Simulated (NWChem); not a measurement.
System: C₂H₄GeO₂; SMILES C=C1[O][GeH2][O]1

Parts of the log:

```
             Northwest Computational Chemistry Package (NWChem) 7.3.0
             --------------------------------------------------------

 C2V symmetry detected

                             Geometry "geometry" -> ""
                             -------------------------

 Output coordinates in angstroms (scale by  1.889725989 to convert to a.u.)

  No.       Tag          Charge          X              Y              Z
 ---- ---------------- ---------- -------------- -------------- --------------
    1 C                    6.0000     0.00000000     0.00000000    -2.59264916
    2 C                    6.0000     0.00000000     0.00000000    -1.26324716
    3 O                    8.0000     0.00000000     1.11285900    -0.43316116
    4 Ge                  32.0000     0.00000000     0.00000000     1.01970084
    5 O                    8.0000     0.00000000    -1.11285900    -0.43316116
    6 H                    1.0000     0.00000000    -0.93617900    -3.13524716
    7 H                    1.0000     0.00000000     0.93617900    -3.13524716
    8 H                    1.0000    -1.30150800     0.00000000     1.85301184
    9 H                    1.0000     1.30150800     0.00000000     1.85301184

 Effective nuclear repulsion energy (a.u.)     362.1874882651

      Symmetry information
      --------------------

 Group name             C2v
 Group number             16
 Group order               4
 No. of unique centers     6

                                 NWChem DFT Module
                                 -----------------

 Summary of "ao basis" -> "ao basis" (spherical)
 ------------------------------------------------------------------------------
       Tag                 Description            Shells   Functions and Types
 ---------------- ------------------------------  ------  ---------------------
 C                          def2-svp                 6       14   3s2p1d
 O                          def2-svp                 6       14   3s2p1d
 Ge                         def2-svp                12       32   5s4p3d
 H                          def2-svp                 3        5   2s1p

      Symmetry analysis of basis
      --------------------------

        a1         47
        a2         11
        b1         22
        b2         28

            General Information
            -------------------
          SCF calculation type: DFT
          Wavefunction type:  closed shell.
          No. of atoms     :     9
          No. of electrons :    64
           Alpha electrons :    32
            Beta electrons :    32
          Charge           :     0
          Spin multiplicity:     1
          Use of symmetry is: on ; symmetry adaption is: on
          Maximum number of iterations: 150
          AO basis - number of functions:   108
                     number of shells:    48
          Convergence on energy requested:  1.00D-06
          Convergence on density requested:  1.00D-05
          Convergence on gradient requested:  5.00D-04

              XC Information
              --------------
                  TPSS hybrid Method XC Functional
                     Hartree-Fock (Exact) Exchange  0.100
                  TPSS metaGGA Exchange Functional  0.900
             TPSS03 metaGGA Correlation Functional  1.000

             Grid Information
             ----------------
          Grid used for XC integration:  medium
          Radial quadrature: Mura-Knowles
          Angular quadrature: Lebedev.
          Tag              B.-S. Rad. Rad. Pts. Rad. Cut. Ang. Pts.
          ---              ---------- --------- --------- ---------
          C                   0.70       49          12.0       434
          O                   0.60       49          10.0       434
          Ge                  1.25      112          11.0       590
          H                   0.35       45          12.0       434
          Grid pruning is: on
          Number of quadrature shells:   349
          Spatial weights used:  Erf1

      Superposition of Atomic Density Guess
      -------------------------------------

 Sum of atomic energies:       -2301.67253520

      Non-variational initial energy
      ------------------------------

 Total energy =   -2303.864456
 1-e energy   =   -3925.310727
 2-e energy   =    1259.258783
 HOMO         =      -0.263428
 LUMO         =       0.013601

      Symmetry analysis of molecular orbitals - initial
      -------------------------------------------------

  Numbering of irreducible representations:

     1 a1          2 a2          3 b1          4 b2

  Orbital symmetries:

     1 a1          2 a1          3 a1          4 b1          5 b2
     6 a1          7 b2          8 a1          9 a1         10 a1
    11 a1         12 b1         13 b2         14 a1         15 b2
    16 b1         17 a1         18 a2         19 a1         20 b2
    21 a1         22 a1         23 a1         24 b2         25 a1
    26 b1         27 b2         28 a1         29 a2         30 b2
    31 b1         32 b1         33 b2         34 a1         35 b1
    36 a1         37 a1         38 b2         39 b1         40 a1
    41 a1         42 b2

     ---------------------------------------------
      Total Density - Mulliken Population Analysis
     ---------------------------------------------

    Atom       Charge   Shell Charges
 -----------   ------   -------------------------------------------------------
    1 C    6     6.54   1.99  0.96  0.27  2.18  1.12  0.02
    2 C    6     5.19   1.99  0.90  0.14  1.52  0.54  0.10
    3 O    8     8.82   1.99  1.11  0.74  3.00  1.97  0.01
    4 Ge  32    30.73   2.00  2.00  2.00  0.99  0.25  6.00  5.98  0.87  0.52  8.14  1.81  0.18
    5 O    8     8.82   1.99  1.11  0.74  3.00  1.97  0.01
    6 H    1     0.88   0.66  0.20  0.03
    7 H    1     0.88   0.66  0.20  0.03
    8 H    1     1.07   0.66  0.40  0.01
    9 H    1     1.07   0.66  0.40  0.01

   convergence    iter        energy       DeltaE   RMS-Dens  Diis-err
 ---------------- ----- ----------------- --------- --------- ---------
 d= 0,ls=0.0,diis     1  -2305.4537086757 -2.67D+03  1.92D-02  1.01D+00
 d= 0,ls=0.0,diis     2  -2305.3096662841  1.44D-01  1.10D-02  2.61D+00
 d= 0,ls=0.0,diis     3  -2305.5903414451 -2.81D-01  1.09D-03  3.77D-02
 d= 0,ls=0.0,diis     4  -2305.5927914723 -2.45D-03  5.94D-04  4.16D-03
 d= 0,ls=0.0,diis     5  -2305.5928779555 -8.65D-05  3.07D-04  2.08D-03
  Resetting Diis
 d= 0,ls=0.0,diis     6  -2305.5931511447 -2.73D-04  3.39D-05  3.69D-05
 d= 0,ls=0.0,diis     7  -2305.5931531687 -2.02D-06  2.78D-05  2.54D-06
 d= 0,ls=0.0,diis     8  -2305.5931527569  4.12D-07  1.72D-05  6.22D-06
 d= 0,ls=0.0,diis     9  -2305.5931534131 -6.56D-07  3.31D-06  2.36D-07

         Total DFT energy =    -2305.593153413095
      One electron energy =    -3926.084232639987
           Coulomb energy =     1366.850303251167
    Exchange-Corr. energy =     -108.546712289380
 Nuclear repulsion energy =      362.187488265106

 Numeric. integr. density =       64.000006709308

                  Occupations of the irreducible representations
                  ----------------------------------------------

                     irrep           alpha         beta
                     --------     --------     --------
                     a1               16.0         16.0
                     a2                2.0          2.0
                     b1                6.0          6.0
                     b2                8.0          8.0

                       DFT Final Molecular Orbital Analysis
                       ------------------------------------

 Vector   30  Occ=2.000000D+00  E=-3.016606D-01  Symmetry=b2
              MO Center=  6.7D-18, -8.3D-16, -4.4D-01, r^2= 2.2D+00
   Bfn.  Coefficient  Atom+Function         Bfn.  Coefficient  Atom+Function
  ----- ------------  ---------------      ----- ------------  ---------------
    33      0.424207  3 O  py                79      0.424207  5 O  py
    36      0.319863  3 O  py                82      0.319863  5 O  py
    55     -0.171125  4 Ge py                34     -0.160798  3 O  pz
    80      0.160798  5 O  pz                19     -0.121002  2 C  py
    37     -0.104855  3 O  pz                83      0.104855  5 O  pz

 Vector   31  Occ=2.000000D+00  E=-2.991751D-01  Symmetry=a2
              MO Center=  9.9D-17,  5.1D-15, -4.2D-01, r^2= 1.8D+00
   Bfn.  Coefficient  Atom+Function         Bfn.  Coefficient  Atom+Function
  ----- ------------  ---------------      ----- ------------  ---------------
    32      0.457685  3 O  px                78     -0.457685  5 O  px
    35      0.349665  3 O  px                81     -0.349665  5 O  px
    70      0.056908  4 Ge d -2              60     -0.044107  4 Ge d -2
    24      0.032509  2 C  d -2

 Vector   32  Occ=2.000000D+00  E=-1.999366D-01  Symmetry=b1
              MO Center=  1.0D-15,  2.1D-16, -1.7D+00, r^2= 2.5D+00
   Bfn.  Coefficient  Atom+Function         Bfn.  Coefficient  Atom+Function
  ----- ------------  ---------------      ----- ------------  ---------------
     4      0.438288  1 C  px                 7      0.338977  1 C  px
    18      0.292410  2 C  px                32     -0.237426  3 O  px
    78     -0.237426  5 O  px                35     -0.187180  3 O  px
    81     -0.187180  5 O  px                21      0.160768  2 C  px
    57     -0.149268  4 Ge px               100     -0.136881  8 H  s

[...]
```

Level: TPSSh/def2-SVP. All runs use the structure optimised with B3LYP/6-31G* (spherical d).

Q: Which NWChem input produces such a log?

A: Several could match; the one computed here: the input that was run:
```
start job
memory heap 200 mb stack 900 mb global 1100 mb
geometry units angstroms noautoz
  C      0.000000     0.000000    -2.593214
  C      0.000000     0.000000    -1.263812
  O      0.000000     1.112859    -0.433726
  Ge     0.000000     0.000000     1.019136
  O      0.000000    -1.112859    -0.433726
  H      0.000000    -0.936179    -3.135812
  H      0.000000     0.936179    -3.135812
  H     -1.301508     0.000000     1.852447
  H      1.301508     0.000000     1.852447
end
basis spherical
  * library def2-svp
end
dft
  xc xctpssh
  iterations 150
  mulliken
end
task dft energy
```
